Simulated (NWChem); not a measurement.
System: CdHOCl; SMILES [Cl][Cd][OH]

The following NWChem deck was run.

```
start job
memory heap 200 mb stack 900 mb global 1100 mb
geometry units angstroms noautoz
  Cd    -0.450243     0.168640     0.000259
  Cl     0.161477    -2.024299    -0.000337
  O     -1.089126     2.023707     0.002161
  H     -0.354307     2.647920    -0.014904
end
basis spherical
  * library def2-svp
end
ecp
  Cd library def2-ecp
end
dft
  xc xpbe96 cpbe96
  iterations 150
  vectors input atomic output neutral.movecs
end
task dft energy
charge 1
dft
  odft
  mult 2
  vectors input atomic output cation.movecs
end
task dft energy
```

Parts of the log:

```
             Northwest Computational Chemistry Package (NWChem) 7.3.0
             --------------------------------------------------------

 CS  symmetry detected

                             Geometry "geometry" -> ""
                             -------------------------

 Output coordinates in angstroms (scale by  1.889725989 to convert to a.u.)

  No.       Tag          Charge          X              Y              Z
 ---- ---------------- ---------- -------------- -------------- --------------
    1 Cd                  48.0000     0.00496469     0.27932833     0.00000000
    2 Cl                  17.0000    -0.01601517    -1.99723551     0.00000000
    3 O                    8.0000    -0.09393524     2.23883520     0.00000000
    4 H                    1.0000     0.78543475     2.63456252     0.00000000

 Effective nuclear repulsion energy (a.u.)     326.7649968460

      Symmetry information
      --------------------

 Group name             Cs
 Group number              2
 Group order               2
 No. of unique centers     4

 Summary of "ao basis" -> "ao basis" (spherical)
 ------------------------------------------------------------------------------
       Tag                 Description            Shells   Functions and Types
 ---------------- ------------------------------  ------  ---------------------
 Cd                         def2-svp                11       31   5s3p2d1f
 Cl                         def2-svp                 8       18   4s3p1d
 O                          def2-svp                 6       14   3s2p1d
 H                          def2-svp                 3        5   2s1p

      Symmetry analysis of basis
      --------------------------

        a'         48
        a"         20

            General Information
            -------------------
          SCF calculation type: DFT
          Wavefunction type:  closed shell.
          No. of atoms     :     4
          No. of electrons :    46
           Alpha electrons :    23
            Beta electrons :    23
          Charge           :     0
          Spin multiplicity:     1
          Use of symmetry is: on ; symmetry adaption is: on
          Maximum number of iterations: 150
          AO basis - number of functions:    68
                     number of shells:    28
          Convergence on energy requested:  1.00D-06
          Convergence on density requested:  1.00D-05
          Convergence on gradient requested:  5.00D-04

              XC Information
              --------------
          PerdewBurkeErnzerhof Exchange Functional  1.000
            Perdew 1991 LDA Correlation Functional  1.000 local
           PerdewBurkeErnz. Correlation Functional  1.000 non-local

             Grid Information
             ----------------
          Grid used for XC integration:  medium
          Radial quadrature: Mura-Knowles
          Angular quadrature: Lebedev.
          Tag              B.-S. Rad. Rad. Pts. Rad. Cut. Ang. Pts.
          ---              ---------- --------- --------- ---------
          Cd                  1.55      123           9.0       590
          Cl                  1.00       88          12.0       590
          O                   0.60       49          11.0       434
          H                   0.35       45          11.0       434
          Grid pruning is: on
          Number of quadrature shells:   305
          Spatial weights used:  Erf1

      Superposition of Atomic Density Guess
      -------------------------------------

 Sum of atomic energies:        -726.48763810

      Non-variational initial energy
      ------------------------------

 Total energy =    -701.606331
 1-e energy   =   -1334.392240
 2-e energy   =     483.047773
 HOMO         =      -0.426959
 LUMO         =      -0.083918

      Symmetry analysis of molecular orbitals - initial
      -------------------------------------------------

  Numbering of irreducible representations:

     1 a'          2 a"

  Orbital symmetries:

     1 a'          2 a'          3 a'          4 a'          5 a'
     6 a"          7 a'          8 a'          9 a'         10 a"
    11 a'         12 a'         13 a'         14 a'         15 a"
    16 a'         17 a"         18 a'         19 a'         20 a'
    21 a"         22 a'         23 a"         24 a'         25 a'
    26 a"         27 a'         28 a'         29 a'         30 a'
    31 a"         32 a'         33 a'

   convergence    iter        energy       DeltaE   RMS-Dens  Diis-err
 ---------------- ----- ----------------- --------- --------- ---------
 d= 0,ls=0.0,diis     1   -703.2120554451 -8.53D+02  4.30D-02  8.73D-01
 d= 0,ls=0.0,diis     2   -701.7326247250  1.48D+00  3.27D-02  1.26D+01
 d= 0,ls=0.0,diis     3   -703.2851126828 -1.55D+00  1.18D-02  2.28D-01
 d= 0,ls=0.0,diis     4   -703.3081305358 -2.30D-02  4.50D-03  1.21D-01
 d= 0,ls=0.0,diis     5   -703.3262126304 -1.81D-02  7.95D-04  3.60D-03
  Resetting Diis
 d= 0,ls=0.0,diis     6   -703.3266380059 -4.25D-04  2.32D-04  3.46D-04
 d= 0,ls=0.0,diis     7   -703.3266771983 -3.92D-05  5.24D-05  7.14D-06
 d= 0,ls=0.0,diis     8   -703.3266771165  8.18D-08  3.95D-05  6.97D-06
 d= 0,ls=0.0,diis     9   -703.3266776078 -4.91D-07  1.69D-05  2.74D-06
 d= 0,ls=0.0,diis    10   -703.3266779079 -3.00D-07  4.34D-06  1.30D-07

         Total DFT energy =     -703.326677907916
      One electron energy =    -1335.224141782186
           Coulomb energy =      534.555467126213
    Exchange-Corr. energy =      -52.396138663120
 Nuclear repulsion energy =      149.738135411176

 Numeric. integr. density =       46.000006438454

                  Occupations of the irreducible representations
                  ----------------------------------------------

                     irrep           alpha         beta
                     --------     --------     --------
                     a'               17.0         17.0
                     a"                6.0          6.0

                       DFT Final Molecular Orbital Analysis
                       ------------------------------------

 Vector   21  Occ=2.000000D+00  E=-2.659696D-01  Symmetry=a"
              MO Center= -2.0D-02, -1.4D+00,  8.6D-16, r^2= 3.0D+00
   Bfn.  Coefficient  Atom+Function         Bfn.  Coefficient  Atom+Function
  ----- ------------  ---------------      ----- ------------  ---------------
    44      0.588044  2 Cl pz                41      0.433965  2 Cl pz
    38      0.254386  2 Cl pz                55      0.194844  3 O  pz
    58      0.145947  3 O  pz                14      0.122474  1 Cd pz
    11      0.088875  1 Cd pz                16      0.081185  1 Cd d -1
     8     -0.075732  1 Cd pz

 Vector   22  Occ=2.000000D+00  E=-2.607928D-01  Symmetry=a'
              MO Center= -5.4D-02, -1.4D+00, -5.8D-15, r^2= 3.1D+00
   Bfn.  Coefficient  Atom+Function         Bfn.  Coefficient  Atom+Function
  ----- ------------  ---------------      ----- ------------  ---------------
    42      0.592319  2 Cl px                39      0.434591  2 Cl px
    36      0.254535  2 Cl px                15      0.177745  1 Cd d -2
    53     -0.150820  3 O  px                54      0.145119  3 O  py
    57      0.116325  3 O  py                 4     -0.103419  1 Cd s
    56     -0.094396  3 O  px                52      0.087413  3 O  s

 Vector   23  Occ=2.000000D+00  E=-2.350138D-01  Symmetry=a"
              MO Center= -6.4D-02,  1.7D+00, -7.4D-14, r^2= 2.6D+00
   Bfn.  Coefficient  Atom+Function         Bfn.  Coefficient  Atom+Function
  ----- ------------  ---------------      ----- ------------  ---------------
    55      0.581696  3 O  pz                58      0.442411  3 O  pz
    44     -0.238798  2 Cl pz                16     -0.207270  1 Cd d -1
    41     -0.168907  2 Cl pz                38     -0.098716  2 Cl pz
    14      0.082986  1 Cd pz                11      0.060977  1 Cd pz
     8     -0.049939  1 Cd pz                68      0.029428  4 H  pz

 Vector   24  Occ=0.000000D+00  E=-9.273791D-02  Symmetry=a'
              MO Center=  1.5D-01,  3.2D-01, -1.4D-15, r^2= 4.5D+00
   Bfn.  Coefficient  Atom+Function         Bfn.  Coefficient  Atom+Function
  ----- ------------  ---------------      ----- ------------  ---------------
     5      0.665128  1 Cd s                  4      0.459712  1 Cd s
    43     -0.390152  2 Cl py                 2     -0.300063  1 Cd s
    52     -0.298978  3 O  s                 54      0.271437  3 O  py
    19     -0.270063  1 Cd d  2              40     -0.229154  2 Cl py
    57      0.224634  3 O  py                35     -0.201771  2 Cl s

 Vector   25  Occ=0.000000D+00  E=-3.486647D-02  Symmetry=a'
              MO Center= -1.3D-01,  2.1D-01, -9.0D-16, r^2= 5.4D+00
   Bfn.  Coefficient  Atom+Function         Bfn.  Coefficient  Atom+Function
  ----- ------------  ---------------      ----- ------------  ---------------
    12      0.828228  1 Cd px                 9      0.338350  1 Cd px
     6     -0.253921  1 Cd px                42     -0.242397  2 Cl px
     4     -0.139763  1 Cd s                 39     -0.134449  2 Cl px
    13      0.126124  1 Cd py                53     -0.125910  3 O  px
    56     -0.094061  3 O  px                36     -0.076389  2 Cl px

 Vector   26  Occ=0.000000D+00  E=-2.792973D-02  Symmetry=a"
              MO Center=  9.4D-03,  2.8D-01,  5.7D-14, r^2= 5.5D+00
   Bfn.  Coefficient  Atom+Function         Bfn.  Coefficient  Atom+Function
  ----- ------------  ---------------      ----- ------------  ---------------
    14      0.825716  1 Cd pz                11      0.332216  1 Cd pz
     8     -0.249099  1 Cd pz                44     -0.239283  2 Cl pz
    55     -0.193219  3 O  pz                58     -0.178880  3 O  pz
    41     -0.132754  2 Cl pz                38     -0.075219  2 Cl pz
    46      0.033242  2 Cl d -1              16      0.025254  1 Cd d -1

     Multipole analysis of the density
     ---------------------------------

     L   x y z        total         alpha         beta         nuclear
     -   - - -        -----         -----         ----         -------
     0   0 0 0     -0.000000    -23.000000    -23.000000     46.000000

     1   1 0 0      0.516643      0.389668      0.389668     -0.262693
     1   0 1 0      0.503752      7.641832      7.641832    -14.779912
     1   0 0 1     -0.000000     -0.000000     -0.000000      0.000000

     2   2 0 0    -26.932005    -14.702219    -14.702219      2.472432
     2   1 1 0      3.055921     -0.183171     -0.183171      3.422263
     2   1 0 1      0.000000      0.000000      0.000000      0.000000
     2   0 2 0    -34.011687   -224.864311   -224.864311    415.716936
     2   0 1 1      0.000000      0.000000      0.000000      0.000000
     2   0 0 2    -28.228775    -14.114388    -14.114388      0.000000

                                 NWChem DFT Module
                                 -----------------

      Symmetry analysis of basis
      --------------------------

        a'         48
        a"         20

            General Information
            -------------------
          SCF calculation type: DFT
          Wavefunction type:  spin polarized.
          No. of atoms     :     4
          No. of electrons :    45
           Alpha electrons :    23
            Beta electrons :    22
          Charge           :     1
          Spin multiplicity:     2
          Use of symmetry is: on ; symmetry adaption is: on
          Maximum number of iterations: 150
          AO basis - number of functions:    68
                     number of shells:    28
          Convergence on energy requested:  1.00D-06
          Convergence on density requested:  1.00D-05
          Convergence on gradient requested:  5.00D-04

              XC Information
              --------------
          PerdewBurkeErnzerhof Exchange Functional  1.000
            Perdew 1991 LDA Correlation Functional  1.000 local
           PerdewBurkeErnz. Correlation Functional  1.000 non-local

             Grid Information
             ----------------
          Grid used for XC integration:  medium
          Radial quadrature: Mura-Knowles
          Angular quadrature: Lebedev.
          Tag              B.-S. Rad. Rad. Pts. Rad. Cut. Ang. Pts.
          ---              ---------- --------- --------- ---------
          Cd                  1.55      123           9.0       590
          Cl                  1.00       88          12.0       590
          O                   0.60       49          11.0       434
          H                   0.35       45          11.0       434
          Grid pruning is: on
          Number of quadrature shells:   305
          Spatial weights used:  Erf1

      Superposition of Atomic Density Guess
      -------------------------------------

 Sum of atomic energies:        -726.48763810

 Renormalizing density from      46.00 to     45

      Non-variational initial energy
      ------------------------------

 Total energy =    -693.371598
 1-e energy   =   -1305.383713
 2-e energy   =     462.273980
 HOMO         =      -0.747548
 LUMO         =      -0.373131

   Symmetry analysis of molecular orbitals - initial alpha
   -------------------------------------------------------

  Numbering of irreducible representations:

     1 a'          2 a"

  Orbital symmetries:

     1 a'          2 a'          3 a'          4 a'          5 a'
     6 a"          7 a'          8 a'          9 a'         10 a"
    11 a'         12 a'         13 a'         14 a'         15 a"
    16 a'         17 a"         18 a'         19 a'         20 a'
    21 a"         22 a'         23 a"         24 a'         25 a'
    26 a"         27 a'         28 a'         29 a'         30 a"
    31 a'         32 a'         33 a'

   Symmetry analysis of molecular orbitals - initial beta
   ------------------------------------------------------

  Numbering of irreducible representations:

     1 a'          2 a"

  Orbital symmetries:

     1 a'          2 a'          3 a'          4 a'          5 a'
     6 a"          7 a'          8 a'          9 a'         10 a"
    11 a'         12 a'         13 a'         14 a'         15 a"
    16 a'         17 a"         18 a'         19 a'         20 a'
    21 a"         22 a'         23 a"         24 a'         25 a'
    26 a"         27 a'         28 a'         29 a'         30 a"
    31 a'         32 a'         33 a'

[...]
```

Level: PBE/def2-SVP with def2 effective core potentials on Cd, vertical spin-unrestricted ions. The geometry was optimised at PBE0/def2-SVP. Not confirmed as a minimum by frequencies. def2 effective core potentials on Cd; no spin-orbit coupling.
